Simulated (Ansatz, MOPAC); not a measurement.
Noncovalent pair: stibine (SMILES [SbH3]) (first 4 atoms) with C2H4 (SMILES C=C); geometry from B3LYP-D3(BJ)/def2-TZVP.
(charge 0, multiplicity 1):
```tsv
atom	x (Å)	y (Å)	z (Å)
Sb	0.6126	-0.1406	0.6466
H	1.1955	0.4873	-0.8452
H	1.9767	0.4665	1.4844
H	-0.2803	1.2875	0.9520
C	-0.1213	0.5440	4.2550
C	-0.2748	-0.7645	4.1100
H	0.8436	0.9833	4.4763
H	-0.9534	1.2298	4.1516
H	-1.2388	-1.2043	3.8851
H	0.5577	-1.4502	4.2111
```

Monomers are frozen at their geometry in the pair; levels with a basis set take the counterpoise correction.

Frozen-core correlation. Filled d and f shells under p-block atoms count as core. The state reached by PM6 isn't checked.

The values were computed with Ansatz (a quantum-chemistry and plane-wave program); MOPAC for PM6 (differences of heats of formation). Each number belongs to the level named beside it. In def2 rows elements past Kr take small-core potentials, without spin–orbit coupling.

### Question
One of these levels gives -0.99 kcal/mol for the interaction energy. Which one is it?
A. B97M-V/def2-TZVPPD
B. CCSD(T)/def2-SVPD
C. PM6
D. PBE/def2-TZVPPD

### Answer
B, CCSD(T)/def2-SVPD. The others give 0.34 (PM6), -0.67 (PBE/def2-TZVPPD), -1.95 (B97M-V/def2-TZVPPD)
